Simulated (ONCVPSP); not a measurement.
**What one change does to a pseudopotential (bismuth (Bi), ONCV)**

- Element: Bi
- Generator: ONCVPSP 4.0.1
- Type: optimised norm-conserving Vanderbilt (ONCV)
- Functional: LDA (Perdew-Zunger)
- Relativity: fully relativistic
- Frozen core: [Xe] 4f14 5d10
- Valence charge: 5
- Reference configuration: 6s2 6p3
- Partial waves: 6s: rc 1.90 bohr, ncon 5, nbas 8, qcut 2.7 1/bohr, 1 projector; 6p: rc 2.00 bohr, ncon 3, nbas 6, qcut 3.8 1/bohr, 1 projector
- Local potential: polynomial inside 1.65 bohr (lpopt 5, dvloc0 1 Ha)
- Core correction: Teter function, fcfact 3.5, rcfact 1.75

Open shells are filled in proportion to 2j + 1.

All-electron outer shells of the reference configuration (LDA (Perdew-Zunger), scalar-relativistic, ld1.x):

| shell | level (eV) | outermost node (bohr) | outermost maximum (bohr) |
| --- | --- | --- | --- |
| 5p | -95.96 | 0.48 | 0.86 |
| 5d | -27.18 | 0.51 | 1.03 |
| 6s | -14.76 | 0.98 | 1.86 |
| 6p | -4.77 | 1.14 | 2.44 |

Change: s: qcut 2.5; p: qcut 3.5.

Cutoffs: the cutoffs (Ha) at which the residual kinetic energy of the hardest occupied pseudo-wave falls to 1 and 0.1 mHa per electron; they do not see the model core or the augmentation charge, which bear on the density cutoff. Errors are all-electron minus pseudo energies relative to the spin-unpolarised reference configuration.

Task: What does the change do?

Result: The potential gets harder (21 Ha and 29 Ha → 23 Ha and 31 Ha); both files keep a bound ghost (s); the errors of the 4 common tests hardly move.

| quantity | base | changed |
| --- | --- | --- |
| cutoff, loose | 21 Ha | 23 Ha |
| cutoff, tight | 29 Ha | 31 Ha |
| loose cutoff by channel | s 21 Ha, p 6.9 Ha | s 23 Ha, p 7.3 Ha |
| bound ghosts | s | s |
| GHOST(+) flags under 300 eV | p1/2 at 25.8 eV | p1/2 at 25.1 eV |
| error for 6s2 6p2, meV [ΔE 8.31 eV] | -54 | -53 |
| error for 6s2 6p1, meV [ΔE 24.05 eV] | -302 | -302 |
| error for 6s2 6p0, meV [ΔE 47.98 eV] | -928 | -931 |
| error for 6s1 6p4, meV [ΔE 9.94 eV] | -17 | -16 |
| s: phases at 1.93 bohr within 0.05 rad from the reference energy up to (Ha; the scan ends near 5) | 3.0 | 3.1 |
| p3/2: phases at 2.03 bohr within 0.05 rad from the reference energy up to (Ha; the scan ends near 5) | 0.1 | 0.1 |
| p1/2: phases at 2.03 bohr within 0.05 rad from the reference energy up to (Ha; the scan ends near 5) | 0.5 | 0.5 |
| rms error of d²Exc/dni dnj with the model core, mHa | 1.37 | 1.35 |

 A true bound ghost makes a file unfit for plane-wave use even where its test errors are small: the radial tests pick states by their node count and pass the ghost by.
